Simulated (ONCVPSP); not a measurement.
Before and after: ONCV potential for cobalt (Co)

ONCVPSP 4.0.1 input, shortened (lines: element, Z, core and valence counts, functional; n l f; lmax; l rc ep ncon nbas qcut; lloc lpopt rc5 dvloc0; l nproj debl; icmod fcfact rcfact), PBEsol, scalar-relativistic:

```
  Co 27.00    3    4  -116133      upf
    1    0    2.00
    2    0    2.00
    2    1    6.00
    3    0    2.00
    3    1    6.00
    3    2    7.50
    4    0    1.50
    2
    0    1.10    0.00    4    7   11.10
    1    1.00    0.00    3    7   11.60
    2    1.30    0.00    4    8   12.00
    4    4    1.00    2.00
    0    3    0.40
    1    1    3.40
    2    3    3.20
    3    5.00    1.50
```

Change: core correction Teter function, fcfact 5, rcfact 2.04.

Cutoffs: the cutoffs (Ha) at which the residual kinetic energy of the hardest occupied pseudo-wave falls to 1 and 0.1 mHa per electron; they do not see the model core or the augmentation charge, which bear on the density cutoff. Errors are all-electron minus pseudo energies relative to the spin-unpolarised reference configuration.

Question: Predict the effect on cutoff, ghosts and configuration errors.

Answer: The potential gets neither clearly harder nor softer (57 Ha and 64 Ha → 57 Ha and 64 Ha); the errors of the 4 common tests hardly move; neither file shows a bound ghost. A model core, the more so a compact one, raises the density cutoff, which this test does not measure.

```tsv
quantity	base	changed
cutoff, loose	57 Ha	57 Ha
cutoff, tight	64 Ha	64 Ha
bound ghosts	none	none
GHOST(+) flags under 300 eV	none	none
error for 3s2 3p6 3d7 4s2, meV [ΔE 0.96 eV]	+3.2	+2.9
error for 3s2 3p6 3d7 4s1, meV [ΔE 10.01 eV]	+0.2	+0.2
error for 3s2 3p6 3d7 4s0, meV [ΔE 26.71 eV]	-1.4	-1.5
error for 3s2 3p6 3d7 4s1.5, meV [ΔE 4.58 eV]	+1.7	+1.5
s: phases at 1.12 bohr within 0.05 rad from the reference energy up to (Ha; the scan ends near 5)	to the end of the scan	to the end of the scan
p: phases at 1.01 bohr within 0.05 rad from the reference energy up to (Ha; the scan ends near 5)	to the end of the scan	to the end of the scan
d: phases at 1.32 bohr within 0.05 rad from the reference energy up to (Ha; the scan ends near 5)	to the end of the scan	to the end of the scan
rms error of d²Exc/dni dnj with the model core, mHa	1.49	4.99
```
